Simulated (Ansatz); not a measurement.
Ligand exchange: Ta(CH3)(OH)2O + GaH2(OH) → Ta(OH)3O + GaH2(CH3)

Species: Ta(CH3)(OH)2O, singlet; GaH2(OH), singlet; Ta(OH)3O, singlet; GaH2(CH3), singlet. The partners trade CH3 for OH: Ta–CH3 and Ga–OH bonds give way to Ta–OH and Ga–CH3.

Shapes, held fixed at every level: PBE0-D4/def2-TZVP. Flexible molecules stand in one conformer, not always the lowest. Programs: Ansatz 0.2.0. Electronic energies: no zero-point or thermal term.

**Question.** Estimate ΔE of this reaction.

**Answer.** The highest level, CCSD(T)/def2-TZVPP, gives ΔE = -17.6 kJ/mol; the levels span -29.0 to -17.6. The column of differences is taken from that level and isn't an error. No measured value is set beside it here. For atoms past krypton def2 sets carry core potentials with scalar relativity. Relativity is left out for Ga. Outer-core shells of Ga, Ta are correlated in most correlated rows, in sets that cover them unevenly.

```json
{"level": "HF/def2-TZVPP", "kind": "Hartree–Fock", "ΔE (kJ/mol)": "-29.0", "less CCSD(T)/def2-TZVPP": "-11.4"}
{"level": "PBE-D4/def2-TZVPP", "kind": "GGA", "ΔE (kJ/mol)": "-20.8", "less CCSD(T)/def2-TZVPP": "-3.2"}
{"level": "BHLYP-D4/def2-TZVPP", "kind": "global hybrid", "ΔE (kJ/mol)": "-26.1", "less CCSD(T)/def2-TZVPP": "-8.5"}
{"level": "B2PLYP/def2-TZVPP", "kind": "double hybrid", "ΔE (kJ/mol)": "-22.1", "less CCSD(T)/def2-TZVPP": "-4.5"}
{"level": "MP2/def2-SVP", "kind": "perturbation theory", "ΔE (kJ/mol)": "-19.4", "less CCSD(T)/def2-TZVPP": "-1.8"}
{"level": "MP2/def2-TZVPP", "kind": "perturbation theory", "ΔE (kJ/mol)": "-19.6", "less CCSD(T)/def2-TZVPP": "-2.0"}
{"level": "CCSD(T)/def2-TZVPP", "kind": "coupled cluster or CI", "ΔE (kJ/mol)": "-17.6", "less CCSD(T)/def2-TZVPP": "0.0"}
```
